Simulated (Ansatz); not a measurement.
Start from `[F][Ti]([SH])([SH])[SH]` and change one element to get `[F][Zr]([SH])([SH])[SH]`.

Ansatz, PBE0-D4/def2-TZVP geometries, multiplicity 1. Each molecule was computed in one conformer, which needn't be the lowest.

Elements past krypton have def2 core potentials. Scalar relativity is left out up to krypton.

| property | `[F][Ti]([SH])([SH])[SH]` |
| --- | --- |
| LUMO energy (ωB97M-V/def2-TZVPP) / eV | -0.86 |
| size of the dipole moment (PBE/def2-TZVPP) / D | 0.94 |
| HOMO energy (ωB97M-V/def2-TZVPP) / eV | -10.01 |
| HOMO energy (PBE/def2-TZVPP) / eV | -6.74 |
| HOMO–LUMO gap (ωB97M-V/def2-TZVPP) / eV | 9.15 |
| size of the dipole moment (B3LYP/def2-TZVPP) / D | 0.84 |

(1) What does the change do to each property? (Best estimate.)

Answers

(1) The calculation gave: 
| property | `[F][Zr]([SH])([SH])[SH]` | shift |
| --- | --- | --- |
| LUMO energy (ωB97M-V/def2-TZVPP) / eV | -0.16 | 0.70 |
| size of the dipole moment (PBE/def2-TZVPP) / D | 1.27 | 0.33 |
| HOMO energy (ωB97M-V/def2-TZVPP) / eV | -9.97 | 0.04 |
| HOMO energy (PBE/def2-TZVPP) / eV | -6.68 | 0.06 |
| HOMO–LUMO gap (ωB97M-V/def2-TZVPP) / eV | 9.81 | 0.66 |
| size of the dipole moment (B3LYP/def2-TZVPP) / D | 1.21 | 0.37 |

With PBE0 the HOMO rises by 0.05 eV and the LUMO rises by 0.77 eV, so the gap widens by about 0.72 eV. PBE moves the HOMO by 0.06 eV and ωB97M-V by 0.04 eV. Dipoles are sizes alone; their direction can turn.

B3LYP here is the variant with VWN-RPA as its local correlation; programs differ in this.
